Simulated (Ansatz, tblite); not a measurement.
Isomers of Li6N2 (singlet), found by a short tight-binding search and relaxed with r2SCAN-D4/def2-TZVP in Ansatz.

The xTB rows come from tblite. Correlated methods freeze 2 core orbitals; core or outer-core shells of Li are correlated, in sets that lack core-valence functions.

Run but left out: HF/def2-TZVPP (A: restricted singlet, unstable towards broken spin symmetry).

A: The restricted singlet is unstable towards broken spin symmetry in Hartree–Fock (as tested in another run); at PBE-D4/def2-TZVP, revPBE-D4/def2-TZVP, BLYP-D4/def2-TZVP, r2SCAN-D4/def2-TZVP and others this wasn't settled. At CCSD(T)/def2-TZVPP T1 of the charge 0 singlet is large (up to 0.033), so the single-reference result is doubtful. At CCSD(T)/def2-TZVPP the restricted singlet (for correlated methods, its reference) is unstable: a solution with broken spin symmetry lies lower. B: The restricted singlet is unstable towards broken spin symmetry in Hartree–Fock (as tested in another run); at PBE-D4/def2-TZVP, revPBE-D4/def2-TZVP, BLYP-D4/def2-TZVP, r2SCAN-D4/def2-TZVP and others this wasn't settled. At CCSD(T)/def2-TZVPP T1 of the charge 0 singlet is large (up to 0.020), so the single-reference result is doubtful. At CCSD(T)/def2-TZVPP the restricted singlet (for correlated methods, its reference) is unstable: a solution with broken spin symmetry lies lower.

Other spin states weren't relaxed.

A:

```xyz
8

Li   -0.734   -0.418   -0.658
Li   -0.310    2.606   -1.316
Li   -1.682   -0.679    2.311
Li    0.733    0.420    0.658
Li    0.307   -2.605    1.316
Li    1.686    0.675   -2.309
N    -0.432   -1.028    1.137
N     0.432    1.029   -1.138
```

B:

```
atom   x (Å)   y (Å)   z (Å)
 Li1  -0.099   1.062   0.924
 Li2  -2.294   1.994  -1.098
 Li3   0.026  -0.100  -1.413
 Li4   2.491   0.654  -0.190
 Li5  -1.973  -0.798   0.291
 Li6   1.018  -1.868   0.980
  N7  -0.245  -0.721   0.341
  N8   1.077  -0.223   0.164
```

Question: Estimate which lies lowest at each level, and how far above it the others are (eV).

Answer: 
```csv
level,A,B
GFN1-xTB,0.89,0.00
GFN2-xTB,0.00,0.90
PBE-D4/def2-TZVP,0.12,0.00
revPBE-D4/def2-TZVP,0.09,0.00
BLYP-D4/def2-TZVP,0.00,0.40
r2SCAN-D4/def2-TZVP,0.04,0.00
PBE0-D4/def2-TZVP,0.33,0.00
MP2/def2-TZVPP,0.00,0.54
CCSD/def2-TZVPP,0.00,0.01
CCSD(T)/def2-TZVPP,0.00,0.14
```
Point groups (tolerance 0.1 Å): A D2h, B Cs. Lower isomers may exist.
